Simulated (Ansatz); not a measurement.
Ga4O9H6, 19 atoms. Hardware: 4 threads of Arm Neoverse V1 on a shared host.

Correlated methods freeze 45 core orbitals; core or outer-core shells of Ga are correlated, in sets that lack core-valence functions.

Question: How many basis functions does each of these Ansatz runs have, and roughly what does it cost? r2SCAN-D4/def2-SVP, charge 1 doublet, relaxation, 34 steps; PBE0-D4/def2-SVP, charge 1 doublet at the geometry of the charge 0 singlet, energy; PBE0-D4/def2-SVP, charge 1 doublet, energy, from earlier orbitals; PBE0-D4/def2-SVP, charge -1 doublet at the geometry of the charge 0 singlet, energy; PBE-D4/def2-SVP, charge 1 doublet, energy, from earlier orbitals; PBE-D4/def2-SVP, charge -1 doublet at the geometry of the charge 0 singlet, energy, from earlier orbitals; r2SCAN-D4/def2-SVP, charge 0 triplet at the geometry of the charge 0 singlet, energy, from earlier orbitals; PBE0-D4/def2-SVP, charge 0 singlet, energy, from earlier orbitals; HF/STO-3G, charge 0 singlet, energy; r2SCAN-D4/def2-SVP, charge 0 singlet, energy and forces, from earlier orbitals; MP2/def2-SVP, charge 0 singlet, energy, from earlier orbitals; PBE0-D4/def2-SVP, charge 0 triplet at the geometry of the charge 0 singlet, energy.

Answer: Other jobs shared the machine, so times can vary by a factor of up to 3. A dash marks memory too small to be measured apart from the calling script's.

```tsv
run	functions	fitting or Cholesky vectors	wall time	peak host memory (GiB)
HF/STO-3G, charge 0 singlet, energy	123	1522	4.4 s	–
PBE-D4/def2-SVP, charge 1 doublet, energy, from earlier orbitals	284	3055	20 s	0.83
PBE-D4/def2-SVP, charge -1 doublet at the geometry of the charge 0 singlet, energy, from earlier orbitals	284	3055	23 s	0.88
PBE0-D4/def2-SVP, charge 0 singlet, energy, from earlier orbitals	284	2739	26 s	1.5
r2SCAN-D4/def2-SVP, charge 0 singlet, energy and forces, from earlier orbitals	284	3055	26 s	0.81
MP2/def2-SVP, charge 0 singlet, energy, from earlier orbitals	284	2739	35 s	1.5
PBE0-D4/def2-SVP, charge 1 doublet, energy, from earlier orbitals	284	2740	41 s	2.1
PBE0-D4/def2-SVP, charge -1 doublet at the geometry of the charge 0 singlet, energy	284	2739	51 s	2.4
PBE0-D4/def2-SVP, charge 0 triplet at the geometry of the charge 0 singlet, energy	284	2739	100 s	2.4
PBE0-D4/def2-SVP, charge 1 doublet at the geometry of the charge 0 singlet, energy	284	2739	1.9 min	2.4
r2SCAN-D4/def2-SVP, charge 0 triplet at the geometry of the charge 0 singlet, energy, from earlier orbitals	284	3055	2.6 min	1.9
r2SCAN-D4/def2-SVP, charge 1 doublet, relaxation, 34 steps	284	3055	17 min	0.89
```
